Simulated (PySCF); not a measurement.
## Ne⁺: ionisation energy

Ne⁺ [He] 2s2 2p5 (2P) → Ne²⁺ [He] 2s2 2p4 (3P), as a difference of total energies. All numbers are calculated (PySCF 2.14, the non-relativistic Hamiltonian (point nucleus), in aug-cc-pV5Z (7s6p5d4f3g2h, 127 functions)). Correlated levels: valence: 1s2 frozen. The calculations carry no spin-orbit coupling.

| method | ionisation energy (eV) | error (eV) |
| --- | --- | --- |
| UHF | 39.271 | -1.692 |
| LDA | 41.449 | +0.486 |
| PBE | 41.145 | +0.182 |
| PBE0 | 41.008 | +0.045 |
| r2SCAN | 41.138 | +0.175 |
| PBEsol | 41.040 | +0.077 |
| TPSSh | 40.908 | -0.055 |
| B2PLYP | 41.046 | +0.083 |
| MP2 (valence) | 40.950 | -0.013 |
| SCS-MP2 (valence) | 40.974 | +0.011 |

Reference: 40.963 eV (measured; NIST Atomic Spectra Database, ionization energies).

Errors of the correlated levels include the incompleteness of this basis and the frozen core.
